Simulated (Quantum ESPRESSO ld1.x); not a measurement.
Task: These are the eigenvalues of the occupied orbitals of an atom or ion with whole-number occupations (Ry). Calculated with ld1.x of Quantum ESPRESSO 7.5: Dirac Kohn-Sham, PBE, spin-unpolarised, spherical densities, point nucleus.

orbital  eigenvalue
1s1/2      -562.536
2s1/2      -70.7040
2p1/2      -61.9430
2p3/2      -60.8540
3s1/2      -11.9477
3p1/2      -9.30506
3p3/2      -9.16130
3d3/2      -4.85442
3d5/2      -4.83643

Which element is it, and in what charge state? The configuration may be excited. Open shells, if any, fill j = l - 1/2 first.

Result: Z = 27, cobalt, charge +4: Co4+ in [Ar] 3d5. The list shows which subshells hold electrons but not how many an open one holds; the 1s level, -281.27 hartree, gives Z - s = 23.7 by -(Z - s)^2/2, which with screening and relativity narrows Z to a few neighbours, and the depths of the outer levels then fix element, charge and occupations together.
